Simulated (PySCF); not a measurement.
**One molecule, many inputs**

Molecule: `CCC1=CC=CC1`, C₇H₁₀; geometry GFN2-xTB.

Bonds (- single, = double, # triple, : aromatic): C1-C2, C2-C3, C3=C4, C4-C5, C5=C6, C6-C7, C7-C3. C1 carries H8, H9, H10; C2 carries H11, H12; C4 carries H13; C5 carries H14; C6 carries H15; C7 carries H16, H17.

All runs: PySCF, non-relativistic, gas phase unless a solvent (IEF-PCM) is named; grid level 2, GIAOs and SCF threshold 1e-9 unless changed. The yardstick, PBE0/pcSseg-1, gives these isotropic shieldings σ (ppm, equivalent atoms averaged): C3 26.0, C6 47.7, C7 142.1, C1 167.8, H15 25.18, H16/H17 28.81, H8/H9/H10 30.55.

Task: What do these inputs give? (1) BHandHLYP/cc-pVDZ-PP; conv 0.001; max_cycle 100; (2) wB97X-D/IGLO-II

Result: 
```tsv
run	outcome	functions	wall time	C3	C6	C7	C1	H15	H16/H17	H8/H9/H10
1	refused	–	0.01 s	–	–	–	–	–	–	–
2	converged	214	35 s	26.8	50.1	144.9	170.4	25.77	29.30	31.08
```

Times are on 1 thread of an Arm Neoverse V2, shared host.

Task: Comment on the technical settings and failures.

Result: 
- Run 1: The basis set has no functions for an element of the molecule, so the input is rejected.

Run 1 was set up unsoundly or failed; its numbers aren't to be quoted as properties of the molecule.
